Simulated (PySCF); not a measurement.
Radial density of Xe²⁺ (xenon, charge +2)

B2PLYP, [Kr] 4d10 5s1 5p5, 5s spin antiparallel (an excited configuration). Computed with PySCF 2.14 in aug-cc-pVTZ-PP with ECP28MDF, with a scalar-relativistic core potential. This is the valence pseudo-density: the core potential removes the inner electrons and smooths the orbitals near the nucleus.

```json
{"r (bohr)": "0.00118", "4πr²ρ (e/bohr)": "1.429e-05", "4πr²(ρα − ρβ)": "0.0000"}
{"r (bohr)": "0.00199", "4πr²ρ (e/bohr)": "4.006e-05", "4πr²(ρα − ρβ)": "0.0000"}
{"r (bohr)": "0.00335", "4πr²ρ (e/bohr)": "0.0001105", "4πr²(ρα − ρβ)": "0.0000"}
{"r (bohr)": "0.00564", "4πr²ρ (e/bohr)": "0.0002918", "4πr²(ρα − ρβ)": "0.0000"}
{"r (bohr)": "0.00948", "4πr²ρ (e/bohr)": "0.0006963", "4πr²(ρα − ρβ)": "-0.0001"}
{"r (bohr)": "0.0159", "4πr²ρ (e/bohr)": "0.001402", "4πr²(ρα − ρβ)": "-0.0002"}
{"r (bohr)": "0.0268", "4πr²ρ (e/bohr)": "0.002407", "4πr²(ρα − ρβ)": "-0.0003"}
{"r (bohr)": "0.0451", "4πr²ρ (e/bohr)": "0.003299", "4πr²(ρα − ρβ)": "-0.0004"}
{"r (bohr)": "0.0759", "4πr²ρ (e/bohr)": "0.005998", "4πr²(ρα − ρβ)": "-0.0003"}
{"r (bohr)": "0.128", "4πr²ρ (e/bohr)": "0.03369", "4πr²(ρα − ρβ)": "-0.0002"}
{"r (bohr)": "0.215", "4πr²ρ (e/bohr)": "0.3796", "4πr²(ρα − ρβ)": "-0.0005"}
{"r (bohr)": "0.361", "4πr²ρ (e/bohr)": "5.249", "4πr²(ρα − ρβ)": "-0.0255"}
{"r (bohr)": "0.607", "4πr²ρ (e/bohr)": "27.35", "4πr²(ρα − ρβ)": "-0.0439"}
{"r (bohr)": "1.02", "4πr²ρ (e/bohr)": "15.10", "4πr²(ρα − ρβ)": "-0.1193"}
{"r (bohr)": "1.72", "4πr²ρ (e/bohr)": "4.823", "4πr²(ρα − ρβ)": "-0.1734"}
{"r (bohr)": "2.89", "4πr²ρ (e/bohr)": "1.282", "4πr²(ρα − ρβ)": "0.1456"}
{"r (bohr)": "4.86", "4πr²ρ (e/bohr)": "0.02827", "4πr²(ρα − ρβ)": "0.0074"}
{"r (bohr)": "8.18", "4πr²ρ (e/bohr)": "4.923e-05", "4πr²(ρα − ρβ)": "0.0000"}
```

Energies and moments cover only the electrons outside the core potential. With the s spin flipped the determinant is a mixture of two multiplicities, not a spectroscopic state.
